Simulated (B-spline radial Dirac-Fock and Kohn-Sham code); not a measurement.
# Auger decay of the 2p3/2 hole in Pr⁴⁺

System: praseodymium as Pr⁴⁺, [Xe] 4f1, inside a Watson sphere of charge -4 and radius 1.8 Å (a model of the Madelung potential; inside it an electron's potential energy is raised by 32.0 eV).

Model: a relativistic independent-particle model: LDA orbitals of the hole state, radiative multipoles to third order, Auger rates from the Coulomb interaction with a continuum orbital, Dirac-Fock energies. Program: a radial atomic solver. Kinetic energies are configuration averages from the vacuum level; the two-hole energies are estimated from single-hole states.

```
transition  kinetic energy (eV)  width (meV)  share (%)
   L3-M1M3               3131.3         85.2        2.9
   L3-M2M3               3294.5          145        5.0
   L3-M3M3               3390.5          195        6.7
   L3-M2M5               3602.8         89.5        3.1
   L3-M3M4               3680.6          208        7.2
   L3-M3M5               3704.0          309       10.7
   L3-M4M4               3969.1         31.5        1.1
   L3-M4M5               3988.2          606       20.9
   L3-M5M5               4009.7          403       13.9
   L3-M3N3               4434.9         71.1        2.5
   L3-M3N4               4545.6         37.1        1.3
   L3-M3N5               4549.6         54.3        1.9
   L3-M5N3               4747.1         50.1        1.7
   L3-M4N5               4842.0         81.2        2.8
   L3-M5N4               4858.1         96.8        3.3
   L3-M5N5               4862.6          121        4.2
```

The listed channels hold 89 % of the non-radiative rate. Summed by principal shells, of 2.90 eV in all: LMM 72.7 %, LMN 23.5 %, LNN 1.9 %, LMO 1.6 %, LNO 0.3 %.

Values without a named source are computed, but for edge energies of neutral atoms, which are taken from tables.
